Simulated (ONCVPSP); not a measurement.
Cutoff test, carbon (C), ONCV

```json
{
 "Element": "C (Z = 6)",
 "Generator": "ONCVPSP 4.0.1",
 "Type": "optimised norm-conserving Vanderbilt (ONCV)",
 "Functional": "LDA (Perdew-Wang 92)",
 "Relativity": "scalar-relativistic",
 "Frozen core": "[He]",
 "Valence charge": "4",
 "Reference configuration": "2s2 2p2",
 "Partial waves": "2s: rc 1.15 bohr, ncon 3, nbas 7, qcut 6.9 1/bohr, 2 projectors, debl 4 Ha; 2p: rc 3.20 bohr, ncon 4, nbas 9, qcut 5.2 1/bohr, 2 projectors, debl 3.2 Ha",
 "Local potential": "polynomial inside 1.05 bohr (lpopt 3, dvloc0 0 Ha)",
 "Core correction": "Teter function, fcfact 5.25, rcfact 1.2"
}
```

Question: For each optimised wave give the share of its norm inside rc, the residual kinetic energy above qcut (Ha) and the cutoffs (Ha) for errors of 10, 1, 0.1 and 0.01 mHa per electron.

Answer:

| wave | norm inside rc | residual KE | 10 mHa | 1 mHa | 0.1 mHa | 0.01 mHa |
| --- | --- | --- | --- | --- | --- | --- |
| 2s | 0.298 | 8.1e-05 | 11.5 | 18.1 | 23.4 | 94.0 |
| s projector 2 | 0.085 | 3.7e-04 | 15.0 | 21.1 | 36.5 | 77.4 |
| 2p | 0.908 | 6.1e-09 | 5.7 | 7.7 | 9.2 | 10.5 |
| p projector 2 | 0.251 | 5.3e-06 | 9.4 | 11.0 | 12.3 | 14.1 |

The occupied waves need 18 Ha and 23 Ha for 1 and 0.1 mHa. Its largest configuration-test error is +2422 meV.
